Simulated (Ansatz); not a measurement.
Ansatz (an electronic-structure program) input:
A basis named .json is the Basis Set Exchange file of that set.

Ansatz 0.2 input:
```yaml
crystal:
  periodic: [false, false, false]
  atoms:
    - {symbol: Si, position_ang: [1.09333811, -0.74691316, -0.21744771]}
    - {symbol: F, position_ang: [2.01731901, 0.54347047, 0.02960483]}
    - {symbol: N, position_ang: [-0.57277886, -0.49268670, -0.04741589]}
    - {symbol: Si, position_ang: [-1.83183247, 0.64654072, 0.22536149]}
    - {symbol: H, position_ang: [1.48805548, -1.75439817, 0.78854207]}
    - {symbol: H, position_ang: [1.33179535, -1.18489426, -1.60812182]}
    - {symbol: H, position_ang: [-2.21834788, 1.10642514, -1.13491663]}
    - {symbol: H, position_ang: [-1.42296715, 1.81527857, 1.04019544]}
    - {symbol: H, position_ang: [-2.98603397, -0.01962465, 0.86897574]}
basis:
  gaussian:
    orbitals: aug-cc-pV_D+d_Z.json
magnetization: {spin_polarized: true, initial_magnetization: 1}
correlation: {method: ccsd_t, electrons: outside_noble_gas}
output: {forces: true}
```

### Question
Predict the final energy.

### Answer
-735.37571 Eh (CCSD(T)/aug-cc-pV(D+d)Z). The basis has 155 functions.

It need not be the lowest isomer of its formula.
